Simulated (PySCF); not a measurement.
Spin–spin coupling constants

Bonds: Ge1-N5, N5-C6, C6-C7, C6-C8. Ge1 carries H2, H3, H4; N5 carries H9; C6 carries H10; C7 carries H11, H12, H13; C8 carries H14, H15, H16.

Indirect spin–spin couplings were computed at PBE/pcJ-1 (pcSseg-1 on Ge) (spin–dipole term only in couplings to heteroatoms) (PySCF) on a PBE0-D3(BJ)/def2-SVP structure, for the isolated molecule, without vibrational or relativistic corrections. Couplings are averaged over pairs made equivalent by symmetry, fast rotation or ring inversion, so a value needn't be that of the named pair in this geometry, while other rotamers aren't included; one pair stands for each set, and the list holds those of at least 0.8 Hz over up to four bonds.

Isotopes: 13C, 1H, 15N.

```tsv
pair	bonds	J (Hz)
N5, C6	1	-3.4
N5, H9	1	-69.7
C6, C7	1	?
C6, H10	1	127.7
C7, H11	1	?
H2, H3	2	13.5
H2, N5	2	-4.8
N5, H10	2	?
C6, H11	2	?
C7, C8	2	1.9
C7, H10	2	-0.9
H11, H12	2	-12.0
H2, C6	3	?
H2, H9	3	1.5
N5, H11	3	-2.8
C7, H9	3	5.4
C7, H14	3	5.1
H9, H10	3	3.4
H10, H11	3	?
```

Estimate the withheld couplings, with signs.

Results:


- 1J(C6,C7) = 31.4 Hz (mean over equivalent pairs that range from 30.1 to 32.7 Hz in this conformer)
- 1J(C7,H11) = 120.3 Hz (mean over equivalent pairs that range from 116.9 to 123.9 Hz in this conformer)
- 2J(N5,H10) = -3.7 Hz (angle at C6 107°)
- 2J(C6,H11) = -2.8 Hz (mean over equivalent pairs that range from -4.4 to -0.5 Hz in this conformer)
- 3J(H2,C6) = 1.7 Hz (mean over equivalent pairs that range from -0.7 to 5.5 Hz in this conformer)
- 3J(H10,H11) = 6.6 Hz (mean over equivalent pairs that range from 2.1 to 13.5 Hz in this conformer)

Relativistic effects of the heavier atoms present are left out.
